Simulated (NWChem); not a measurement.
Program: NWChem. System: 1,3,5-trisilacyclohexane (C3H12Si3), charge 0, spin multiplicity 1, at a geometry optimised with PBE/def2-SVP. Level: BP86/def2-SVP.

Job file:

```
start mol
memory heap 200 mb stack 900 mb global 1100 mb
geometry units angstroms nocenter noautoz
  C      0.670425    -0.707047     1.553445
  Si     0.475915    -1.781667     0.000000
  C      0.670425    -0.707047    -1.553445
  Si    -0.486813     0.797886    -1.590147
  C     -0.271989     1.813165     0.000000
  Si    -0.486813     0.797886     1.590147
  H      1.722438    -0.348589     1.608406
  H      0.498841    -1.328976     2.458405
  H      1.493567    -2.897162     0.000000
  H     -0.895221    -2.410967     0.000000
  H      1.722438    -0.348589    -1.608406
  H      0.498841    -1.328976    -2.458405
  H     -0.203454     1.651498    -2.802990
  H     -1.915531     0.323143    -1.686075
  H     -0.993616     2.658430     0.000000
  H      0.745472     2.263669     0.000000
  H     -1.915531     0.323143     1.686075
  H     -0.203454     1.651498     2.802990
  symmetry group Cs
end
basis spherical
  * library def2-svp
end
dft
  xc becke88 perdew86
  semidirect memsize 60000000 filesize 0
  iterations 100
end
task dft energy
```

Part of the output:

```
             Northwest Computational Chemistry Package (NWChem) 7.3.0
             --------------------------------------------------------

                                NWChem Input Module
                                -------------------

 Scaling coordinates for geometry "geometry" by  1.889725989
 (inverse scale =  0.529177249)

 Turning off AUTOSYM since
 SYMMETRY directive was detected!

                             Geometry "geometry" -> ""
                             -------------------------

 Output coordinates in angstroms (scale by  1.889725989 to convert to a.u.)

  No.       Tag          Charge          X              Y              Z
 ---- ---------------- ---------- -------------- -------------- --------------
    1 C                    6.0000     0.67042500    -0.70704700     1.55344500
    2 Si                  14.0000     0.47591500    -1.78166700     0.00000000
    3 C                    6.0000     0.67042500    -0.70704700    -1.55344500
    4 Si                  14.0000    -0.48681300     0.79788600    -1.59014700
    5 C                    6.0000    -0.27198900     1.81316500     0.00000000
    6 Si                  14.0000    -0.48681300     0.79788600     1.59014700
    7 H                    1.0000     1.72243800    -0.34858900     1.60840600
    8 H                    1.0000     0.49884100    -1.32897600     2.45840500
    9 H                    1.0000     1.49356700    -2.89716200     0.00000000
   10 H                    1.0000    -0.89522100    -2.41096700     0.00000000
   11 H                    1.0000     1.72243800    -0.34858900    -1.60840600
   12 H                    1.0000     0.49884100    -1.32897600    -2.45840500
   13 H                    1.0000    -0.20345400     1.65149800    -2.80299000
   14 H                    1.0000    -1.91553100     0.32314300    -1.68607500
   15 H                    1.0000    -0.99361600     2.65843000     0.00000000
   16 H                    1.0000     0.74547200     2.26366900     0.00000000
   17 H                    1.0000    -1.91553100     0.32314300     1.68607500
   18 H                    1.0000    -0.20345400     1.65149800     2.80299000

 Effective nuclear repulsion energy (a.u.)     445.5018764695

            Nuclear Dipole moment (a.u.)
            ----------------------------
        X                 Y               Z
 ---------------- ---------------- ----------------
     0.0000037795     0.0000340151    -0.0000000000

      Symmetry information
      --------------------

 Group name             Cs
 Group number              2
 Group order               2
 No. of unique centers    12

      Symmetry unique atoms

     1    2    4    5    7    8    9   10   13   14   15   16


 Summary of "ao basis" -> "" (spherical)
 ------------------------------------------------------------------------------
       Tag                 Description            Shells   Functions and Types
 ---------------- ------------------------------  ------  ---------------------
 *                          def2-svp                  on all atoms

  perdew86 is a nonlocal functional; adding perdew81 local functional.

                                 NWChem DFT Module
                                 -----------------

 Summary of "ao basis" -> "ao basis" (spherical)
 ------------------------------------------------------------------------------
       Tag                 Description            Shells   Functions and Types
 ---------------- ------------------------------  ------  ---------------------
[...]
 d= 0,ls=0.0,diis     3   -989.7554300506 -6.06D-03  1.55D-03  1.00D-01     9.4
 d= 0,ls=0.0,diis     4   -989.7688149256 -1.34D-02  3.60D-04  1.93D-03    11.1
 d= 0,ls=0.0,diis     5   -989.7691532561 -3.38D-04  5.40D-05  5.84D-05    12.8
  Resetting Diis
 d= 0,ls=0.0,diis     6   -989.7691619508 -8.69D-06  1.61D-05  3.92D-06    14.5
 d= 0,ls=0.0,diis     7   -989.7691625629 -6.12D-07  6.40D-06  1.40D-07    16.1

         Total DFT energy =     -989.769162562868
      One electron energy =    -2251.943805392477
           Coulomb energy =      900.187552502610
    Exchange-Corr. energy =      -83.514786142519
 Nuclear repulsion energy =      445.501876469518

 Numeric. integr. density =       71.999951903001

     Total iterative time =     15.2s

                  Occupations of the irreducible representations
                  ----------------------------------------------

                     irrep           alpha         beta
                     --------     --------     --------
                     a'               22.0         22.0
                     a"               14.0         14.0

                       DFT Final Molecular Orbital Analysis
                       ------------------------------------

 Vector   34  Occ=2.000000D+00  E=-2.817215D-01  Symmetry=a'
              MO Center= -5.2D-01, -1.9D-01,  1.9D-14, r^2= 6.4D+00
   Bfn.  Coefficient  Atom+Function         Bfn.  Coefficient  Atom+Function
  ----- ------------  ---------------      ----- ------------  ---------------
   112      0.209841  10 H  s               132      0.210367  14 H  s
   147      0.210367  17 H  s               113      0.140672  10 H  s
   133      0.140959  14 H  s               148      0.140959  17 H  s
    97      0.136445   7 H  s               117      0.136445  11 H  s
   142      0.136694  16 H  s                 4      0.132816   1 C  px

 Vector   35  Occ=2.000000D+00  E=-2.584845D-01  Symmetry=a"
              MO Center= -3.1D-02,  7.3D-01,  3.7D-11, r^2= 6.3D+00
   Bfn.  Coefficient  Atom+Function         Bfn.  Coefficient  Atom+Function
  ----- ------------  ---------------      ----- ------------  ---------------
    70      0.292155   5 C  pz              127      0.222121  13 H  s
   152     -0.222121  18 H  s                 6      0.181029   1 C  pz
    38      0.181029   3 C  pz               73      0.167769   5 C  pz
    24     -0.165531   2 Si pz               56     -0.165878   4 Si pz
    88     -0.165878   6 Si pz              128      0.155245  13 H  s

 Vector   36  Occ=2.000000D+00  E=-2.584554D-01  Symmetry=a'
              MO Center=  4.6D-01, -5.7D-01, -3.7D-11, r^2= 6.3D+00
   Bfn.  Coefficient  Atom+Function         Bfn.  Coefficient  Atom+Function
  ----- ------------  ---------------      ----- ------------  ---------------
   107      0.256530   9 H  s                 5      0.232557   1 C  py
    37      0.232557   3 C  py              108      0.179303   9 H  s
    23     -0.155210   2 Si py               55     -0.155299   4 Si py
    87     -0.155299   6 Si py               69      0.147851   5 C  py
    26     -0.133964   2 Si py                8      0.130628   1 C  py

 Vector   37  Occ=0.000000D+00  E=-6.823642D-03  Symmetry=a'
              MO Center= -2.5D-02, -9.7D-03,  4.6D-13, r^2= 7.2D+00
   Bfn.  Coefficient  Atom+Function         Bfn.  Coefficient  Atom+Function
  ----- ------------  ---------------      ----- ------------  ---------------
     3      0.792114   1 C  s                35      0.792114   3 C  s
    67      0.791363   5 C  s                26     -0.573774   2 Si py
   108     -0.576383   9 H  s               128     -0.576193  13 H  s
   153     -0.576193  18 H  s                59     -0.546738   4 Si pz
    91      0.546738   6 Si pz               98     -0.346898   7 H  s

 Vector   38  Occ=0.000000D+00  E= 4.978727D-03  Symmetry=a'
              MO Center= -2.9D-01,  5.3D-01,  4.5D-15, r^2= 7.9D+00
   Bfn.  Coefficient  Atom+Function         Bfn.  Coefficient  Atom+Function
  ----- ------------  ---------------      ----- ------------  ---------------
    67      1.496774   5 C  s                 3     -0.747639   1 C  s
    35     -0.747639   3 C  s                58     -0.706153   4 Si py
    90     -0.706153   6 Si py               59     -0.526618   4 Si pz
    91      0.526618   6 Si pz               26      0.428865   2 Si py
    25      0.412751   2 Si px              113      0.329302  10 H  s

 Vector   39  Occ=0.000000D+00  E= 4.984769D-03  Symmetry=a"
              MO Center=  1.3D-01, -5.9D-01, -2.7D-13, r^2= 7.9D+00
   Bfn.  Coefficient  Atom+Function         Bfn.  Coefficient  Atom+Function
  ----- ------------  ---------------      ----- ------------  ---------------
     3      1.295798   1 C  s                35     -1.295798   3 C  s
    27     -0.957696   2 Si pz               57      0.619738   4 Si px
    89     -0.619738   6 Si px               58     -0.330040   4 Si py
    90      0.330040   6 Si py              133      0.285609  14 H  s
   148     -0.285609  17 H  s                98     -0.255212   7 H  s

 center of mass
 --------------
 x =  -0.00771440 y =  -0.00289373 z =  -0.00000000

 moments of inertia (a.u.)
 ------------------
        1608.258518321866         251.295104143707           0.000000000000
         251.295104143707        1029.197128162771           0.000000000000
           0.000000000000           0.000000000000         935.037319694024

     Multipole analysis of the density
     ---------------------------------

     L   x y z        total         alpha         beta         nuclear
     -   - - -        -----         -----         ----         -------
     0   0 0 0      0.000000    -36.000000    -36.000000     72.000000

     1   1 0 0      0.450522      0.225259      0.225259      0.000004
     1   0 1 0      0.168184      0.084075      0.084075      0.000034
     1   0 0 1      0.000000      0.000000      0.000000     -0.000000

     2   2 0 0    -47.311260    -84.491939    -84.491939    121.672618
     2   1 1 0      0.215246     69.660132     69.660132   -139.105017
     2   1 0 1     -0.000000     -0.000000     -0.000000      0.000000
     2   0 2 0    -47.810562   -245.003092   -245.003092    442.195622
     2   0 1 1      0.000000      0.000000      0.000000      0.000000
     2   0 0 2    -47.890069   -271.096323   -271.096323    494.302578

 Task  times  cpu:       16.2s     wall:       16.2s

 Total times  cpu:       16.2s     wall:       16.2s
```
